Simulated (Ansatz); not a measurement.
**Worked example: a bond strength in GaHCl2O (SMILES [OH][Ga]([Cl])[Cl])**

GaHCl2O has 5 atoms, charge 0, and is taken as a singlet. As SMILES, `[OH][Ga]([Cl])[Cl]`. Geometry: optimised at PBE0/def2-SVP.

```xyz
5

O     0.2542    1.3550    0.2457
Ga    0.1171   -0.3940    0.0554
Cl    1.5060   -1.6389    1.0623
Cl   -1.4141   -1.2449   -1.1609
H    -0.4133    1.8492   -0.2438
```

Wanted: the dissociation energy of the Cl3–Ga2 bond into doublet Cl and doublet GaHClO (shapes relaxed at PBE0/def2-SVP, no zero-point term). 1 Eh = 2625.50 kJ/mol = 27.2114 eV. Totals in Eh; open shells run unrestricted unless said.

| level | program | GaHCl2O | doublet Cl | doublet GaHClO |
| --- | --- | --- | --- | --- |
| r2SCAN/def2-SVP | Ansatz | -2920.528750 | -459.959987 | -2460.408045 |
| RPA@PBE/def2-SVP, 20 core orbitals frozen | Ansatz | -2918.181043 | -459.516590 | -2458.524346 |
| CCSD(T)/def2-SVP, 20 core orbitals frozen | Ansatz | -2917.938028 | -459.445994 | -2458.335222 |

Work out the dissociation energy at each level.


1. r2SCAN/def2-SVP: (-459.959987) + (-2460.408045) − (-2920.528750) = 0.160718 Eh = 422.0 kJ/mol = 4.37 eV.
2. RPA@PBE/def2-SVP: (-459.516590) + (-2458.524346) − (-2918.181043) = 0.140107 Eh = 367.9 kJ/mol = 3.81 eV.
3. CCSD(T)/def2-SVP: (-459.445994) + (-2458.335222) − (-2917.938028) = 0.156812 Eh = 411.7 kJ/mol = 4.27 eV.

The levels span 368 to 422 kJ/mol; no measured value is set beside them. A bond enthalpy at 298 K also holds the loss of zero-point energy and thermal terms.
